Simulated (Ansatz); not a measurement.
Z-matrix (Å, degrees):
```
C
Hf 1 2.211
H 1 1.096 2 110.9
H 1 1.096 2 110.9 3 119.6
H 1 1.095 2 112.0 3 -120.2
O 2 1.906 1 104.9 3 60.1
O 2 1.906 1 104.8 3 -179.8
Br 2 2.533 1 107.3 3 -59.9
H 6 0.951 2 168.0 1 140.2
H 7 0.951 2 167.5 1 -140.5
```

Charge 0, multiplicity 1. Hf: def2 effective core potential.

(1) List the PBE/def2-TZVPP orbital energies in eV (the Gaussian-basis code of Ansatz). (An estimate is asked.)

Results:

(1) Ansatz gave: Occupied: -13088.23, -1681.36, -1515.70, -1515.69, -1515.68, -510.41, -510.41, -267.92, -228.15, -170.22, -170.16, -170.15, -66.91, -66.89, -66.88, -66.84, -66.84, -63.99, -34.10, -33.85, -33.52, -24.34, -24.10, -18.34, -16.25, -12.87, -12.37, -9.41, -9.38, -8.56, -8.33, -8.18, -8.00, -7.88, -7.02, -6.91, -6.37. Lowest empty: -1.36, -0.87, -0.82, -0.31, -0.27, -0.05, 0.57, 0.97.
